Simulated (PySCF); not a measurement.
# Bond curve of HoF

Set-up: PySCF, spin-free X2C with a Gaussian nucleus, basis sets Ho x2c-TZVPall, F x2c-TZVPall. Energies in eV from Ho (4f11 6s2) + F in their ground configurations at the same level. State: quintet, about 10.4 electrons in the 4f shell (Mulliken), real f orbitals that mix terms.

All columns are PBE0. A positive dipole means Ho(−)F(+).

| R (Å) | E (eV) | μ (D) | Mulliken charge on Ho (basis-dependent) | HOMO (eV) | LUMO (eV) | Mayer bond order | ⟨S²⟩ |
| --- | --- | --- | --- | --- | --- | --- | --- |
| 1.692 | -4.448 | -0.70 | 0.32 | -4.52 | -2.09 | 1.15 | 6.01 |
| 1.771 | -5.090 | -1.18 | 0.38 | -4.60 | -2.30 | 1.06 | 6.00 |
| 1.850 | -5.386 | -1.66 | 0.44 | -4.65 | -2.58 | 0.98 | 6.01 |
| 1.909 | -5.499 | -2.12 | 0.48 | -4.61 | -2.52 | 0.91 | 6.01 |
| 1.968 | -5.531 | -2.55 | 0.52 | -4.59 | -2.51 | 0.86 | 6.01 |
| 2.027 | -5.501 | -2.97 | 0.55 | -4.58 | -2.51 | 0.81 | 6.01 |
| 2.106 | -5.394 | -3.53 | 0.58 | -4.57 | -2.51 | 0.76 | 6.01 |
| 2.204 | -5.189 | -4.20 | 0.61 | -4.57 | -2.52 | 0.71 | 6.01 |
| 2.322 | -4.889 | -4.97 | 0.64 | -4.59 | -2.54 | 0.67 | 6.00 |
| 2.480 | -4.456 | -5.98 | 0.67 | -4.63 | -2.43 | 0.62 | 6.00 |

These are scalar-relativistic numbers at best; spin–orbit coupling would shift them, the dissociation energy most. With d or f electrons several states lie close, and the lowest PBE0 determinant need not be the measured ground state.
